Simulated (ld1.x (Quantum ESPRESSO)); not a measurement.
## Fe (Z = 26): RRKJ pseudisation with PBE, scalar-relativistic reference atom.

Fe, norm-conserving RRKJ (Kleinman–Bylander form), made with ld1.x (Quantum ESPRESSO) 7.5 (PBE, scalar-relativistic). Core [Ar], reference 3d6 4s2 4p0. Waves: 4p (bound, empty): rc 3.55 bohr; 3d (bound): rc 1.05 bohr; 4f channel at 0.45 Ry: rc 2.90 bohr; 4s (bound): rc 2.30 bohr. Local part: the s channel. Core correction: none. rho0 = 0.001.

Problem. Estimate the cutoffs (Ry, on a coarse ladder) from which the occupation-weighted sum of valence levels, in a spherical-Bessel basis at the reference potential, stays within 10 and 1 mRy of its value at 400 Ry.

Solution. 160 Ry and 200 Ry.

Problem. Does the potential have ghost states?

Solution. No extra level below or beside the all-electron valence levels (p, d, f, s tested).

Problem. Which valence shell sets the plane-wave cutoff?

Solution. 3d: its level needs 160 Ry to come within 1 mRy, against 18 Ry for 4s.

Problem. Tests: 3d6 4s1 4p0; 3d6 4s0 4p0; 3d5 4s0 4p0; 3d7 4s1 4p0; 3d6.5 4s1.5 4p0; 3d4 4s0 4p0; 3d7 4s0 4p0. Which has the largest error in its energy relative to the reference configuration, and how large is it?

Solution. 3d4 4s0 4p0, with -1453 meV (all-electron minus pseudo) on +112.24 eV.
